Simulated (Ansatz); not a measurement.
Basis-set extrapolation for `COCCOCCOC` (PBE0-D4/def2-TZVP geometry, frozen core, Ansatz 0.2.0). Multiplicity 1, RHF reference.

```tsv
	def2-TZVPP	def2-QZVPP
HF	-460.077330	-460.099013
MP2 correlation	-1.746681	-1.869481
CCSD(T) correlation	-1.887116	not run
```

Energies in hartree. Use E(X) = E(∞) + A·exp(−7.88·√X) for Hartree–Fock and E(X) = E(∞) + B·X^(−2.97) for correlation, with X = 3 and 4, and add CCSD(T) minus MP2 of the smaller set to the MP2 limit.

Problem. What is the CCSD(T) energy at the basis-set limit?

Solution. HF limit: -460.099013 + (-0.021683) × 0.13774 = -460.10200. MP2 limit: -1.869481 + (-0.122800) × 0.74074 = -1.96044. Higher-order term: -1.887116 − (-1.746681) = -0.14044. Total: -462.20288 hartree, 6.49 eV below CCSD(T)/def2-TZVPP.
